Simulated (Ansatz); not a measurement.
Geometry optimisation, RKS B3LYP-D4/def2-SVP in Ansatz 0.2.0.

Input:

```yaml
crystal:
  periodic: [false, false, false]
  atoms:
    - { symbol: Sn, position_ang: [0.170976, 0.652871, -0.245441] }
    - { symbol: Cl, position_ang: [0.536842, -0.725107, 3.071612] }
    - { symbol: Cl, position_ang: [2.067216, -0.585184, -0.902461] }
    - { symbol: Cl, position_ang: [-0.680007, 1.695118, -2.185896] }
    - { symbol: H, position_ang: [-1.068421, -0.320622, 0.39953] }
    - { symbol: S, position_ang: [1.051649, 2.427629, 1.180534] }
    - { symbol: H, position_ang: [2.317876, 1.992667, 0.970137] }
    - { symbol: H, position_ang: [0.726869, 0.596728, 2.987186] }
basis:
  gaussian: { orbitals: def2-SVP }
hamiltonian:
  xc: b3lyp
  dispersion: d4
relax:
  f_tol: 0.03
  max_steps: 50
output:
  orbitals: {}
```

Command:

```bash
$ ansatz run input.yaml --threads 4 --pin off --max-ram 5120MiB --backend cpu --events-out ev --progress --plain --runs-dir out
```

**Question.** Where does it end, and by what steps?

**Answer.** It converged. After 11 steps the energy has fallen by 0.037 eV; H8 moved furthest, 0.21 Å.

| step | energy less start (eV) | largest force component (eV/Å) | accepted |
| --- | --- | --- | --- |
| 0 | 0.0000 | 0.970 | yes |
| 1 | 0.0191 | 1.341 | no |
| 2 | -0.0195 | 0.482 | yes |
| 3 | -0.0240 | 0.646 | yes |
| 4 | -0.0345 | 0.100 | yes |
| 5 | -0.0354 | 0.068 | yes |
| 6 | -0.0362 | 0.033 | yes |
| 7 | -0.0365 | 0.054 | yes |
| 8 | -0.0368 | 0.065 | yes |
| 9 | -0.0370 | 0.063 | yes |
| 10 | -0.0373 | 0.035 | yes |
| 11 | -0.0375 | 0.020 | yes |

```xyz
8
Properties=species:S:1:pos:R:3
Sn 0.128 0.656 -0.249
Cl 0.616 -0.731 3.166
Cl 2.003 -0.656 -0.798
Cl -0.534 1.718 -2.248
H -1.181 -0.265 0.337
S 0.960 2.366 1.287
H 2.237 2.132 0.896
H 0.892 0.513 2.885
```

Whether the end is a true minimum wasn't checked by a vibrational analysis.

The run took 26 s on 4 threads of Arm Neoverse V2 (shared host), peak memory 0.32 GiB.
